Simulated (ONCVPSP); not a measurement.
# Transferability test, ONCV potential for silicon (Si)

ONCVPSP 4.0.1 input, shortened (lines: element, Z, core and valence counts, functional; n l f; lmax; l rc ep ncon nbas qcut; lloc lpopt rc5 dvloc0; l nproj debl; icmod fcfact rcfact), PBEsol, non-relativistic:

```
  Si 14.00    1    4  -116133      upf
    1    0    2.00
    2    0    2.00
    2    1    6.00
    3    0    2.00
    3    1    2.00
    2
    0    1.10    0.00    4    7    9.30
    1    1.00    0.00    4    7   17.00
    2    1.15    0.11    4    8    9.00
    4    5    0.90    3.00
    0    2    3.00
    1    2    2.50
    2    2    3.40
    2    0.45    1.05
```

Energies are relative to the spin-unpolarised reference configuration 2s2 2p6 3s2 3p2; without spin polarisation the order of configurations can differ from experiment.

Question: Give the all-electron excitation energy and the error of the potential for: 2s2 2p6 3s2 3p1; 2s2 2p6 3s2 3p0; 2s2 2p6 3s1 3p0; 2s2 2p6 3s1 3p2.

Answer:

```
valence configuration  charge  ΔE all-electron (eV)  error AE − PS (meV)
      2s2 2p6 3s2 3p1      +1                 7.724                 +0.3
      2s2 2p6 3s2 3p0      +2                23.699                 +2.4
      2s2 2p6 3s1 3p0      +3                57.529                 +1.0
      2s2 2p6 3s1 3p2      +1                15.070                 -0.8
```

Levels in the configuration 2s2 2p6 3s1 3p2:

| level | all-electron (eV) | pseudo (eV) |
| --- | --- | --- |
| 2s | -149.540 | -149.579 |
| 2p | -106.523 | -106.548 |
| 3s | -19.652 | -19.654 |
| 3p | -12.259 | -12.260 |
